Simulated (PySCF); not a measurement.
I$_{3}$Si (SMILES I[Si](I)I), doublet, at a GFN2-xTB geometry (core potentials on I); DF-WB97X-V/def2-SVP (PySCF).

PySCF was given this input:
```python
from pyscf import gto, scf, dft

mol = gto.Mole()
mol.atom = '''
    I    -1.93127252   -1.33453319   -0.03701836
    Si    0.01593701   -0.00484828    0.77588505
    I     2.11920502   -1.00358043   -0.11814888
    I    -0.19214227    2.33939430   -0.04978353
'''
mol.basis = 'def2-svp'
mol.ecp = {'I': 'def2-svp'}
mol.spin = 1
mol.verbose = 4
mol.build()

mf = dft.UKS(mol)
mf.xc = 'wb97x_v'
mf = mf.density_fit(auxbasis='def2-universal-jkfit')
mf.kernel()
```

The log (banner, timings and long lists left out):

```
PySCF version 2.14.0

[INPUT] verbose = 4
[INPUT] num. atoms = 4
[INPUT] num. electrons = 89
[INPUT] charge = 0
[INPUT] spin (= nelec alpha-beta = 2S) = 1
[INPUT] symmetry False subgroup None
[INPUT] Mole.unit = angstrom
[INPUT] Symbol           X                Y                Z      unit          X                Y                Z       unit  Magmom
[INPUT]  1 I     -1.931272520000  -1.334533190000  -0.037018360000 AA   -3.649576134699  -2.521902233242  -0.069954561981 Bohr   0.0
[INPUT]  2 Si     0.015937010000  -0.004848280000   0.775885050000 AA    0.030116584144  -0.009161921375   1.466210248644 Bohr   0.0
[INPUT]  3 I      2.119205020000  -1.003580430000  -0.118148880000 AA    4.004717089603  -1.896492156673  -0.223269025124 Bohr   0.0
[INPUT]  4 I     -0.192142270000   2.339394300000  -0.049783530000 AA   -0.363096267252   4.420814524369  -0.094077237214 Bohr   0.0

nuclear repulsion = 466.879150413892
number of shells = 38
number of NR pGTOs = 219
number of NR cGTOs = 96
basis = def2-svp
ecp = {'I': 'def2-svp'}

******** <class 'pyscf.df.df_jk.DFUKS'> ********
method = DFUKS
initial guess = minao
damping factor = 0
level_shift factor = 0
DIIS = <class 'pyscf.scf.diis.CDIIS'>
diis_start_cycle = 1
diis_space = 8
diis_damp = 0
SCF conv_tol = 1e-09
SCF conv_tol_grad = None
SCF max_cycles = 50
direct_scf = False
number electrons alpha = 45  beta = 44
XC library pyscf.dft.libxc version 7.1.2
    S. Lehtola, C. Steigemann, M. J. T. Oliveira, and M. A. L. Marques,  SoftwareX 7, 1–5 (2018)
XC functionals = wb97x_v
    N. Mardirossian and M. Head-Gordon,  Phys. Chem. Chem. Phys. 16, 9904–9924 (2014)
radial grids:
    Treutler-Ahlrichs [JCP 102, 346 (1995); DOI:10.1063/1.469408] (M4) radial grids

becke partition: Becke, JCP 88, 2547 (1988); DOI:10.1063/1.454033
pruning grids: <function nwchem_prune>
grids dens level: 3
symmetrized grids: False
atomic radii adjust function: <function treutler_atomic_radii_adjust>
** Following is NLC and NLC Grids **
NLC functional = wb97x_v
radial grids:
    Treutler-Ahlrichs [JCP 102, 346 (1995); DOI:10.1063/1.469408] (M4) radial grids

becke partition: Becke, JCP 88, 2547 (1988); DOI:10.1063/1.454033
pruning grids: <function nwchem_prune>
grids dens level: 3
symmetrized grids: False
atomic radii adjust function: <function treutler_atomic_radii_adjust>
small_rho_cutoff = 0
Set gradient conv threshold to 3.16228e-05
tot grids = 85056
tot grids = 85056
******** <class 'pyscf.df.df.DF'> ********
auxbasis = def2-universal-jkfit
Create RSH-DF object <pyscf.df.df.DF object> for omega=0.3
******** <class 'pyscf.df.df.DF'> ********
auxbasis = auxmol.basis = def2-universal-jkfit
init E= -1087.71297007779

cycle= 1 E= -1179.0801821491  delta_E= -91.4  |g|= 3.16  |ddm|= 9.74
cycle= 2 E= -1180.43098459691  delta_E= -1.35  |g|= 2.12  |ddm|= 7.33
cycle= 3 E= -1182.20348480257  delta_E= -1.77  |g|= 0.556  |ddm|= 3.34
cycle= 4 E= -1182.4672165196  delta_E= -0.264  |g|= 0.157  |ddm|= 1.39
cycle= 5 E= -1182.48798111222  delta_E= -0.0208  |g|= 0.0333  |ddm|= 0.285
cycle= 6 E= -1182.49015343913  delta_E= -0.00217  |g|= 0.0138  |ddm|= 0.149
cycle= 7 E= -1182.49081734018  delta_E= -0.000664  |g|= 0.00553  |ddm|= 0.0962
cycle= 8 E= -1182.49095423423  delta_E= -0.000137  |g|= 0.00232  |ddm|= 0.0466
cycle= 9 E= -1182.49098185146  delta_E= -2.76e-05  |g|= 0.000884  |ddm|= 0.0229
cycle= 10 E= -1182.49098557744  delta_E= -3.73e-06  |g|= 0.000348  |ddm|= 0.00766
cycle= 11 E= -1182.49098613482  delta_E= -5.57e-07  |g|= 8.83e-05  |ddm|= 0.00279
cycle= 12 E= -1182.49098616179  delta_E= -2.7e-08  |g|= 2.2e-05  |ddm|= 0.000588
cycle= 13 E= -1182.49098616354  delta_E= -1.74e-09  |g|= 7.31e-06  |ddm|= 0.00013
cycle= 14 E= -1182.49098616374  delta_E= -2e-10  |g|= 2.69e-06  |ddm|= 4.06e-05
Extra cycle  E= -1182.49098616376  delta_E= -2.16e-11  |g|= 1.71e-06  |ddm|= 1.05e-05
converged SCF energy = -1182.49098616376  <S^2> = 0.75761862  2S+1 = 2.0076042
```
